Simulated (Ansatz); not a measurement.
`[Cl][SnH]([Cl])[SeH]` + PH₃ → `P[SeH]` + `[Cl][SnH2][Cl]` at 400 K and 1 bar (ligand exchange at the Se–Sn bond).

Gas-phase electronic energies from Ansatz, PBE0-D4/def2-TZVP geometries. CCSD(T)/CBS adds triple-zeta CCSD(T) − MP2 to the extrapolated MP2 energy (def2 sets, frozen cores). This one scheme is used for every species. def2 core potentials past Kr. For Se, Sn outer-core shells are correlated without core-valence functions, which leaves a few kJ/mol of doubt a bond. Scalar relativity is left out up to krypton. One conformer a species, not always the lowest.

```tsv
species	CCSD(T)/CBS energy (Eh)	H − E (kJ/mol)	S (J/(mol·K))
`[Cl][SnH]([Cl])[SeH]`	-3535.60722	77.7	416.9
PH₃	-342.72256	77.1	221.7
`P[SeH]`	-2743.44381	86.8	298.2
`[Cl][SnH2][Cl]`	-1134.85982	65.8	337.1
```

H − E and S are ideal-gas, rigid-rotor, harmonic terms from PBE0-D4/def2-TZVP, for one conformer and one mirror image of each species. 1 Eh = 2625.50 kJ/mol, R = 8.31446 J/(mol·K).

Question: By hand: ΔE, ΔH, ΔS and ΔG.

Answer: ΔE = (-2743.44381) + (-1134.85982) − (-3535.60722) − (-342.72256) = 0.02615 Eh = 68.7 kJ/mol. Δ(H − E) = 86.8 + 65.8 − 77.7 − 77.1 = -2.2, so ΔH = 66.5 kJ/mol. ΔS = 298.2 + 337.1 − 416.9 − 221.7 = -3.3 J/(mol·K). ΔG = 66.5 − 400 × (-3.3)/1000 = 67.8 kJ/mol.

Question: By hand: the equilibrium constant, and the temperature at which ΔG would vanish if ΔH and ΔS stayed fixed.

Answer: log₁₀ K = −ΔG/(RT ln 10) = -8.9. ΔH and −TΔS have one sign here, so there is no such temperature. One of them is within its doubt of zero, so this could turn.

The number of gas molecules stays the same, so ΔS is small and ΔH decides. A doubt of 5 kJ/mol in ΔE shifts log₁₀ K by 0.7 here. Other conformers and mirror images would add mixing entropy, several J/(mol·K) or more a flexible species. These are equilibria of isolated gas molecules and say nothing of rates. Largest T1 diagnostic: 0.013 (customary marks: 0.02 for closed shells, 0.045 for open ones).
